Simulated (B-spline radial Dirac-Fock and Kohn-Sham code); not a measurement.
How the binding energies of Eu²⁺ add up

System: europium as Eu²⁺, configuration [Xe] 4f5 6s2 (an excited configuration); nuclear rms radius 5.1115 fm (A = 153).

Level of theory: multi-electron Dirac-Fock with separately optimised hole states, Breit and Lamb-shift corrections added in first order; a radial finite-basis atomic code. Correlation and solid-state effects are left out. Energies are counted from the vacuum level.

All terms are in eV, carry their sign (relaxation lowers the binding energy) and add up to the binding energy; ⟨r⟩ is the mean radius of the orbital in the initial state.

```
subshell  −ε (Koopmans)  relaxation    Gaunt  retardation  self-energy  vacuum polarisation  binding energy  ⟨r⟩ (bohr)
       K        48838.9      -75.67  -147.82        12.79       -83.13                13.39         48558.5       0.022
      L1         8166.7      -42.36   -14.98         0.99       -11.08                 1.66          8100.9       0.095
      L2         7729.7      -46.41   -26.19         2.90         0.39                 0.01          7660.4       0.079
      L3         7080.0      -44.35   -18.52         3.66        -0.56                -0.08          7020.2       0.086
      M1         1877.2      -21.21    -2.42         0.12        -2.42                 0.35          1851.6       0.248
      M2         1688.2      -21.97    -4.47         0.44         0.07                 0.00          1662.3       0.238
      M3         1553.1      -21.04    -2.95         0.62        -0.11                -0.02          1529.6       0.251
      M4         1230.3      -23.13    -1.66         0.12         0.22                -0.02          1205.9       0.223
      M5         1201.3      -22.77    -1.01         0.13         0.13                -0.02          1177.8       0.227
      N1          424.9       -8.23    -0.44         0.02        -0.55                 0.08           415.8       0.564
      N2          349.6       -8.02    -0.85         0.09         0.04                 0.00           340.8       0.578
      N3          319.2       -7.50    -0.51         0.13         0.00                -0.01           311.3       0.604
      N4          193.5       -7.02    -0.16         0.01         0.06                -0.01           186.4       0.643
      N5          188.0       -6.84    -0.03         0.01         0.04                -0.01           181.1       0.653
    N6,7          46.59       -5.17     0.17        -0.03         0.04                 0.00           41.60       0.811
      O1          83.24       -1.56    -0.06         0.00        -0.09                 0.01           81.55       1.336
      O2          58.64       -1.44    -0.11         0.01         0.02                 0.00           57.11       1.472
      O3          53.83       -1.30    -0.05         0.02         0.01                 0.00           52.50       1.548
      P1          19.63       -0.13    -0.01         0.00        -0.01                 0.00           19.48       3.304
```

For the deepest level, K (1s), the Breit terms make up -0.278 % of the binding energy, QED -0.144 % and orbital relaxation -0.156 %.

Spin-orbit splittings: 2p 640.3 eV, 3p 132.7 eV, 3d 28.07 eV, 4p 29.50 eV, 4d 5.28 eV, 5p 4.61 eV.

Values without a named source are computed, but for edge energies of neutral atoms, which are taken from tables.
